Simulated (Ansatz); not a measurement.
Basis-set extrapolation for CH6BNSi (`BN1C[SiH2]1`) (PBE0-D4/def2-TZVP geometry, frozen core, Ansatz 0.2.0). Multiplicity 1, RHF reference.

```csv
,def2-TZVPP,def2-QZVPP
HF,-409.470863,-409.485982
MP2 correlation,-0.597482,-0.637567
CCSD(T) correlation,-0.664455,not run
```

Energies in hartree. Use E(X) = E(∞) + A·exp(−7.88·√X) for Hartree–Fock and E(X) = E(∞) + B·X^(−2.97) for correlation, with X = 3 and 4, and add CCSD(T) minus MP2 of the smaller set to the MP2 limit.

What is the CCSD(T) energy at the basis-set limit?

HF limit: -409.485982 + (-0.015119) × 0.13774 = -409.48806. MP2 limit: -0.637567 + (-0.040085) × 0.74074 = -0.66726. Higher-order term: -0.664455 − (-0.597482) = -0.06697. Total: -410.22229 hartree, 228.3 kJ/mol below CCSD(T)/def2-TZVPP.
